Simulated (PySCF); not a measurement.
H4N2Si, SMILES N[Si]N (connectivity only; charge and spin as stated), neutral, multiplicity 1.

The structure is a stationary point at B3LYP-D3(BJ)/def2-TZVP. The values are those of a single conformer.

Level of theory: PySCF with TDA-ωB97X/def2-SVPD.

Vertical excitations. The molecule is in vacuum. State labels are in the subgroup C2v.

| state | symmetry | energy (eV) | λ (nm) | f | main pairs |
|---|---|---|---|---|---|
| S1 | B1 | 5.47 | 227 | 0.158 | HOMO→LUMO 96 % |
| S2 | B2 | 6.44 | 193 | 0.020 | HOMO−1→LUMO 53 %, HOMO→LUMO+2 44 % |
| S3 | B2 | 6.94 | 179 | 0.539 | HOMO→LUMO+2 52 %, HOMO−1→LUMO 43 % |
| S4 | A1 | 6.98 | 178 | 0.000 | HOMO→LUMO+1 87 % |
| S5 | A2 | 7.16 | 173 | 0.000 | HOMO−1→LUMO+1 86 % |
| S6 | B1 | 7.31 | 170 | 0.089 | HOMO−1→LUMO+2 87 % |
| S7 | A1 | 7.62 | 163 | 0.435 | HOMO→LUMO+3 73 %, HOMO→LUMO+4 25 % |
| S8 | A1 | 8.14 | 152 | 0.168 | HOMO−2→LUMO 73 % |
| S9 | A1 | 8.27 | 150 | 0.004 | HOMO→LUMO+4 57 %, HOMO→LUMO+3 18 %, HOMO−2→LUMO 16 % |
| S10 | A2 | 8.58 | 144 | 0.000 | HOMO−1→LUMO+3 56 %, HOMO−1→LUMO+4 19 %, HOMO−1→LUMO+6 13 % |
| T1 | B1 | 3.33 | 373 | 0 | HOMO→LUMO 98 % |
| T2 | B2 | 5.25 | 236 | 0 | HOMO→LUMO+2 78 % |
| T3 | B2 | 5.40 | 230 | 0 | HOMO−1→LUMO 95 % |
| T4 | A1 | 6.54 | 190 | 0 | HOMO−2→LUMO 86 % |
Triplets are in the Tamm–Dancoff approximation.
